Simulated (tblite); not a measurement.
Isomers of C5H9ClSi. Calculated harmonic vibrations of the isolated species, GFN2-xTB (tblite), most abundant isotopes, no scaling. The method is semi-empirical: single wavenumbers can be off by several per cent or more. Modes of hydrogen on silicon can be 10 to 20 % off. One conformer each.

Electronic energies: GFN2-xTB at the same geometries; isomer energies are rough at this level and their order can be wrong.

```
               SMILES  electronic energy, lowest = 0 (kJ/mol)
CCC1=C[SiH2][C@@H]1Cl                                    97.1
 ClC[C@H]1C=CC[SiH2]1                                    39.2
     ClC1=C[SiH2]CCC1                                     0.0
 C[C@H]1C=C1[SiH2]CCl                                   225.4
 C/C(CCl)=C1\C[SiH2]1                                   169.2
```

**Question.** How do GFN2-xTB zero-point energies change the relative energies?

**Answer.** 
```
               SMILES  ZPE (kJ/mol)  of it from modes above 1550 cm⁻¹  electronic (kJ/mol)  with ZPE, lowest = 0 (kJ/mol)  lowest mode (cm⁻¹)  rings
     ClC1=C[SiH2]CCC1         321.3                             161.5                  0.0                            0.0                  69      1
 ClC[C@H]1C=CC[SiH2]1         318.4                             162.6                 39.2                           36.3                  51      1
CCC1=C[SiH2][C@@H]1Cl         316.3                             163.3                 97.1                           92.1                  29      1
 C/C(CCl)=C1\C[SiH2]1         312.3                             164.9                169.2                          160.2                  42      1
 C[C@H]1C=C1[SiH2]CCl         309.5                             164.6                225.4                          213.6                  15      1
```

The zero-point energies span 11.8 kJ/mol, from `C[C@H]1C=C1[SiH2]CCl` to `ClC1=C[SiH2]CCC1`. The order is unchanged.

**Question.** What do entropy and thermal enthalpy add at 298.15 K and 1 bar (rigid rotor, harmonic oscillator, one conformer each)?

**Answer.** 
```json
{"SMILES": "ClC1=C[SiH2]CCC1", "point group": "C1", "symmetry number": "1", "S (J/(mol K))": "367.7", "H − H(0) (kJ/mol)": "23.41", "ZPE + H − H(0) − TS (kJ/mol)": "235.1"}
{"SMILES": "ClC[C@H]1C=CC[SiH2]1", "point group": "C1", "symmetry number": "1", "S (J/(mol K))": "373.4", "H − H(0) (kJ/mol)": "23.71", "ZPE + H − H(0) − TS (kJ/mol)": "230.8"}
{"SMILES": "CCC1=C[SiH2][C@@H]1Cl", "point group": "C1", "symmetry number": "1", "S (J/(mol K))": "394.4", "H − H(0) (kJ/mol)": "26.08", "ZPE + H − H(0) − TS (kJ/mol)": "224.7"}
{"SMILES": "C/C(CCl)=C1\\C[SiH2]1", "point group": "C1", "symmetry number": "1", "S (J/(mol K))": "402.5", "H − H(0) (kJ/mol)": "27.39", "ZPE + H − H(0) − TS (kJ/mol)": "219.7"}
```

Not tabulated: `C[C@H]1C=C1[SiH2]CCl` (lowest mode only 15 cm⁻¹).
